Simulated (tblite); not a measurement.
Problem. What does the GFN2-xTB structure of `CCCP(C)C[SiH3]` look like in three dimensions?

Solution. 
Z-matrix in Å and degrees, rows numbered from 1:
```
C 
C   1  1.5243
C   2  1.5249  1  111.62
P   3  1.8669  2  112.63  1   174.12
C   4  1.8504  3   98.66  2    75.64
C   4  1.8554  3   97.12  2   175.50
Si  6  1.9023  4  113.19  3  -175.94
H   1  1.0877  2  110.54  3   179.39
H   1  1.0885  2  110.60  3    59.32
H   1  1.0881  2  110.54  3   -60.62
H   2  1.0923  1  109.26  3  -121.43
H   2  1.0927  1  109.57  3   120.96
H   3  1.0952  2  110.51  1   -62.73
H   3  1.0948  2  109.27  1    55.97
H   5  1.0898  4  111.23  3    49.87
H   5  1.0883  4  109.12  3   -71.15
H   5  1.0879  4  108.96  3   170.85
H   6  1.0924  4  106.32  3    64.71
H   6  1.0926  4  109.48  3   -51.16
H   7  1.4662  6  107.58  4  -173.47
H   7  1.4616  6  109.52  4   -53.28
H   7  1.4657  6  110.82  4    68.01
```

Of the pairs four or more bonds apart, Si7···H17 is among the closest relative to their van der Waals radii: 3.26 Å, 99 % of the sum of Bondi's values. Si7 (SiH3 silicon) is tetrahedral (angles from 107.6° to 110.8°). P4 (phosphine phosphorus) is pyramidal (angles 98.7°, 98.6° and 97.1°, sum 294.4°, 0.91 Å off the plane of its three neighbours).

Structure optimised with GFN2-xTB, isolated species.

Point group: C1 (no symmetry element, even within 0.4 Å). Its GFN2-xTB frequencies are all real (lowest 39 cm⁻¹). The numbers are those of one conformer (C1–C2–C3–P4 174°, C2–C3–P4–C5 76°, C3–P4–C6–Si7 -176°).

The numbers are calculated, not measured.
